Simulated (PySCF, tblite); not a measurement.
Calculations on `C(=O)(C)N[Si@H]1CC=N1`, in the order of a workflow; each names the level of the geometry that it ran on. Settings lines and outputs come from a driver script.

Compound: C4H8N2OSi.
Numbering: `[CH3:1][C:2](=[O:3])[NH:4][Si@H:5]1[CH2:6][CH:7]=[N:8]1` (hydrogens: H9, H10, H11 on C1; H12 on N4; H13 on Si5; H14, H15 on C6; H16 on C7)

Step 1: GFN2-xTB geometry optimisation, gas phase (tblite 0.8.0) (from a force-field or distance-geometry start)
```json
{"job": {"kind": "relax", "xc": "GFN2-xTB", "basis": "xTB"}, "charge": 0, "multiplicity": 1}
```
```
step      E/eV     max force
  0    -659.73217    3.928
  1    -660.08911    4.048
  2    -660.23102    1.332
...
119    -660.49150    0.021
120    -660.49162    0.023
121    -660.49169    0.022
122    -660.49172    0.020
123    -660.49174    0.009
```

Energy lowered by 17.5 kcal/mol over 123 steps; largest atomic force 0.009 eV/Å at the end. «max force» is the largest atomic force in eV/Å.

The run took 0.8 s on one thread, Arm Neoverse V2 (aarch64), no GPU (shared host).

Step 2: GFN2-xTB harmonic vibrations, gas phase (tblite 0.8.0) (on the GFN2-xTB geometry)
```json
{"job": {"kind": "ir", "xc": "GFN2-xTB", "basis": "xTB"}, "charge": 0, "multiplicity": 1}
```
```
(table of modes left out)
```

42 modes from 56 to 3475 cm⁻¹ (unscaled, harmonic); zero-point energy 73.8 kcal/mol; all wavenumbers are real at this level.

The run took 0.52 s of wall time on an Arm Neoverse V2 with one thread, no GPU (shared host).

Step 3: TDDFT wB97X-D/def2-SVPD, vertical, gas phase, core orbitals frozen in the response (PySCF 2.14.0, density-fitted response routines) (on the GFN2-xTB geometry)
```json
{"job": {"kind": "uv", "xc": "wB97X-D", "basis": "def2-SVPD", "nstates": 8, "ntriplets": 3}, "charge": 0, "multiplicity": 1}
```
```
...
Static polarisability (au): isotropic 84.433, principal 70.693 79.946 102.660
Singlet excitations
state   eV       nm        f      main configurations
  1   4.4155    280.8   0.00082   H->L 0.90
  2   5.9005    210.1   0.00059   H-2->L+1 0.53, H-1->L+1 0.27
  3   6.5708    188.7   0.00206   H-1->L 0.59, H-4->L 0.13, H-2->L 0.10
  4   6.6256    187.1   0.01579   H->L+1 0.59, H->L+3 0.17, H->L+4 0.12
  5   6.8605    180.7   0.01946   H->L+3 0.58, H->L+1 0.14, H->L+2 0.13
  6   7.1628    173.1   0.08012   H-1->L+1 0.43, H-2->L+1 0.23, H->L+2 0.09
  7   7.3155    169.5   0.04609   H->L+2 0.41, H->L+6 0.20
  8   7.4648    166.1   0.03607   H->L+4 0.64, H->L+1 0.16
Triplet excitations (Tamm-Dancoff, eV): 3.8267 5.2082 5.4776
```

HOMO -8.69 eV, LUMO 1.51 eV; lowest singlet 4.42 eV; lowest triplet 3.83 eV (Tamm–Dancoff); mean polarisability 84.4 au.

On an Arm Neoverse V1 with one thread, no GPU, shared host with 32 logical CPUs at a one-minute load of 29, this took 75 s of wall time (grids of density and orbitals included) and 1.0 GiB of memory at its peak.

Geometry of the electronic-property runs (GFN2-xTB):
```
atom  x, y, z in Å
C1    -2.936    0.292    0.359
C2    -1.546   -0.083   -0.072
O3    -1.177   -0.162   -1.230
N4    -0.637   -0.347    0.884
Si5    0.890   -0.823    0.172
C6     2.124    0.551   -0.359
C7     2.806    0.120    0.900
N8     2.134   -0.801    1.470
H9    -2.900    1.160    1.014
H10   -3.384   -0.534    0.907
H11   -3.542    0.519   -0.513
H12   -0.868   -0.313    1.863
H13    0.777   -2.058   -0.578
H14    2.716    0.389   -1.255
H15    1.801    1.589   -0.344
H16    3.732    0.509    1.305
```

 (This holds for the electronic-property runs.)

One conformer stands for the species.

Note: wB97X-D ran without an empirical dispersion term, which enters the total energy and its gradient alone.
